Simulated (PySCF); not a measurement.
Dipole moment and polarisability of `CC(C)[SiH2][Si@@H](O)P`

C3H13OPSi2.
Geometry (PBE0-D3(BJ)/def2-SVP, Å), atoms numbered from 1 in this order:
```
atom  x, y, z in Å
C1    -2.5239   -0.1093    1.1908
C2    -1.4571   -0.2511    0.1066
C3    -1.6753    0.7257   -1.0496
Si4    0.2950   -0.0600    0.8176
Si5    1.9583   -0.5847   -0.7425
O6     1.5669    0.2438   -2.1506
P7     4.0570   -0.0306   -0.0696
H8    -2.4972    0.8935    1.6489
H9    -2.3973   -0.8469    1.9984
H10   -3.5337   -0.2470    0.7680
H11   -1.4987   -1.2820   -0.2927
H12   -0.9025    0.6259   -1.8270
H13   -2.6605    0.5652   -1.5189
H14   -1.6503    1.7690   -0.6929
H15    0.5139    1.3498    1.2821
H16    0.5009   -0.9621    1.9988
H17    2.0254   -2.0648   -0.9958
H18    2.1657    0.1219   -2.8947
H19    4.0014   -0.9222    1.0468
H20    3.6494    1.1098    0.6884
```

Level: PBE0/def2-SVPD (PySCF), static field, nuclei fixed, core orbitals frozen in the response. The polarisability tensor in these axes (au):

```
x   165.88  -1.20  -2.73
y    -1.20 106.10  -0.18
z    -2.73  -0.18 118.05
```

Q: What are the eigenvalues, a third of the trace, and Δα (Δα² = ½Σ(αi − αj)² over the three pairs)?

A: Principal values 106.08, 117.90 and 166.06 au; mean 130.01 au = 19.27 Å³ = 21.44 × 10⁻⁴⁰ C²·m²/J; Δα = 55.03 au (42 % of the mean).

Q: What is the dipole moment, and where does it point?

A: (-0.49, -0.56, -0.37) D, 0.83 D in size, pointing from the negative to the positive side. Measured along this direction, the outermost atoms are H20 at the negative end and H10, H11 and H13 at the positive end.

Q: Find the Langevin capture rate constant for NH4+ (18.034 u) meeting this molecule (152.024 u), k = 2.342 × 10⁻⁹ cm³/s × √(α in Å³ / reduced mass in u).

A: The reduced mass is 16.12 u, so k = 2.56 × 10⁻⁹ cm³/s. The formula leaves out the permanent dipole, which adds to the capture rate.

Q: Give the principal axes and the span of the nuclei along them.

A: Largest value along (1.00, -0.02, -0.06), where the nuclei span 7.62 Å; middle along (0.06, -0.02, 1.00), 4.81 Å; least along (0.02, 1.00, 0.02), 3.76 Å. The response follows the extents in order.

Q: Orientational against electronic polarisability at 250 K (dilute gas, rigid molecules)?

A: In Gaussian units μ²/3kT = 6.73 Å³ against 19.27 Å³, a ratio of 0.35; the Debye molar polarisation (4π/3)N_A(α + μ²/3kT) is 65.6 cm³/mol, leaving out the vibrational part.

Isolated species at its PBE0-D3(BJ)/def2-SVP geometry (one conformer only).

These values come from a run that also computed excited states and ΔSCF ions. Hardware: Intel Xeon at 2.50 GHz, one thread, no GPU, shared host with 64 logical CPUs at a one-minute load of 63. Cost: 5.0 min, 1.1 GiB resident at most.
